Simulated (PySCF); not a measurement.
AgF, SMILES [Ag][F], multiplicity 1.

The structure is a stationary point at B3LYP-D3(BJ)/def2-TZVPD. The multiplicity is an assumed one; other spin states were not compared. The def2 effective core potentials stand for the cores of Ag; spin–orbit coupling is left out.

All values below come from PySCF with PBE/def2-TZVPD.

Isolated molecule, no solvent.

The total energy comes out as -246.78561 hartree and the point group comes out as C∞v. The highest occupied level is -6.60 eV and the lowest empty level comes out as -4.25 eV. The orbital gap comes out as 2.35 eV. The dipole moment is 5.30 D and the quadrupole, principal values (traceless, Buckingham form, about the centre of nuclear charge) is -4.50, 2.25, 2.25 D·Å. The mean static polarisability is 27.6 bohr³ (4.09 Å³) and the polarisability, principal values is 24.2, 24.2, 34.3 bohr³.
